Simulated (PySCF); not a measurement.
## Working out the ionisation energy of Si⁺

Si⁺ [Ne] 3s2 3p1 (2P) → Si²⁺ [Ne] 3s2 (1S). Calculation: PySCF 2.14, in def2-QZVPPD; the non-relativistic Hamiltonian (point nucleus). Frozen: [Ne]. Energies in hartree (1 hartree = 27.21139 eV):

```csv
part,Si⁺ (lower),Si²⁺ (upper)
UHF,-288.578085,-287.995743
CCSD correlation,-0.060166,-0.045666
(T),-0.001206,0.000000
```

**Question.** What does Hartree-Fock give?

**Answer.** (-287.995743) − (-288.578085) = 0.582342 hartree = 15.846 eV.

**Question.** What do CCSD and CCSD(T) give?

**Answer.** The CCSD correlation energies differ by 0.014500 hartree = 0.395 eV and the triples by 0.001206 hartree = 0.033 eV, so CCSD gives 16.241 eV and CCSD(T) 16.274 eV.

Measured between the centres of the two terms (NIST): 16.322 eV, so CCSD(T) (valence) is off by -0.048 eV.

What remains against the reference includes basis incompleteness, the frozen core and higher excitations.
